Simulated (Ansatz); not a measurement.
# Worked example: SnH2(NH2)2 + Si2N2H8 → SnH(NH2)3 + SiH2(NH2)(SiH3)

Species: SnH2(NH2)2, singlet; Si2N2H8 `N[SiH2][SiH2]N`, singlet; SnH(NH2)3, singlet; SiH2(NH2)(SiH3), singlet. The partners trade H for NH2: Sn–H and Si–NH2 bonds give way to Sn–NH2 and Si–H.

Shapes, held fixed at every level: PBE0-D4/def2-TZVP. Flexible molecules stand in one conformer, not always the lowest. Programs: Ansatz 0.2.0. Electronic energies: no zero-point or thermal term.

At CCSD(T)/def2-TZVPP; 1 Eh = 2625.50 kJ/mol:

| species | energy (Eh) |
| --- | --- |
| SnH2(NH2)2 | -326.607815 |
| Si2N2H8 | -692.307952 |
| SnH(NH2)3 | -381.906041 |
| SiH2(NH2)(SiH3) | -636.998803 |

Question: Work out ΔE of the reaction at this level.

Answer: 
1. Products less reactants: (-381.906041) + (-636.998803) − [(-326.607815) + (-692.307952)] = 0.010923 Eh = +28.7 kJ/mol.

Other levels give +29.1 (MP2/def2-TZVPP) to +35.3 kJ/mol (HF/def2-TZVPP). No measured value is set beside it here. For atoms past krypton def2 sets carry core potentials with scalar relativity. Outer-core shells of Sn are correlated, in sets that cover them unevenly.
